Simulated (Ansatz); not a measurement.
```yaml
crystal:
  periodic: [false, false, false]
  atoms:
    - {symbol: Cu, position_ang: [-0.816522, -0.957571, 0.652245]}
    - {symbol: O, position_ang: [0.633835, 0.992036, -0.196528]}
    - {symbol: O, position_ang: [-0.041560, -0.074951, -0.596300]}
basis:
  gaussian: {orbitals: STO-3G}
magnetization: {spin_polarized: true, initial_magnetization: 3}
hamiltonian: {xc: {name: PBE}}
scf: {omitted_lower_state_checks: [starts]}
output: {forces: true}
```

```sh
$ ansatz run in.yaml --threads 2 --pin off --events-out ev --progress --plain --max-ram 4352MiB
```

It prints (some lines left out):

```
Functional definition: PBE
301 factors; integrals over basis functions are off by at most 8.7e-4 eV
mean field evaluation 1: about -47650.6171 eV, gradient 8.6e1 eV
mean field evaluation 2: about -47648.6131 eV, gradient 9.0e1 eV
mean field evaluation 4: about -48083.7142 eV, gradient 7.4e1 eV
mean field evaluation 8: about -48077.3110 eV, gradient 6.7e1 eV
mean field evaluation 16: about -48150.3829 eV, gradient 4.6e-2 eV
mean field evaluation 32: about -48150.5621 eV, gradient 1.5e-4 eV
a density is far from that of the atoms, so the factors are made again for it
317 factors; integrals over basis functions are off by at most 2.5e-5 eV
mean field -48150.56175975 eV, -1769.5005070478 hartree, gradient 3.1e-6 eV, S^2 3.779664; 0 other end points of the search recorded, 0 dependent functions left out
reference -48150.56177780 eV, -1769.5005077113 hartree; 24, 21 occupied and 4, 7 virtual orbitals, 317 factors
Total energy: -48150.56177780 eV, -1769.5005077113 hartree
Atom 0 at    -0.816522    -0.957571     0.652245 Å, force     1.362946     1.511609    -2.399111 eV/Å
Atom 1 at     0.633835     0.992036    -0.196528 Å, force     2.079556     3.238603     0.997683 eV/Å
Atom 2 at    -0.041560    -0.074951    -0.596300 Å, force    -3.442502    -4.750212     1.401429 eV/Å
Dipole moment:     0.112626     0.123888    -0.203361 e Å
Checks for a lower state left out: starts
```

Hardware: 2 threads of Arm Neoverse V2 on a shared host. Wall time 4.4 s.
